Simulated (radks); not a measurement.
Values are calculated unless marked as measured or tabulated.
Q: Mean orbital radii <r> (bohr) of the aluminium ion Al+, [Ne] 3s2, of relativity; Dirac values are averaged over j with weights 2j + 1. Spin-unpolarised spherical Kohn-Sham, BLYP, point nucleus unless stated (finite: rms radius 3.061 fm), a radial shooting solver on a logarithmic mesh with Libxc functionals. A level marked "c x" has the speed of light scaled by that factor.

shell  non-rel.
1s       0.1205
2s       0.6283
2p       0.6036
3s        2.375

Give the values at the level "Dirac, c x 10".

A: 
shell  Dirac, c x 10  change of magnitude (%)
1s            0.1205                    0.00
2s            0.6283                    0.00
2p            0.6036                    0.00
3s             2.375                    0.00
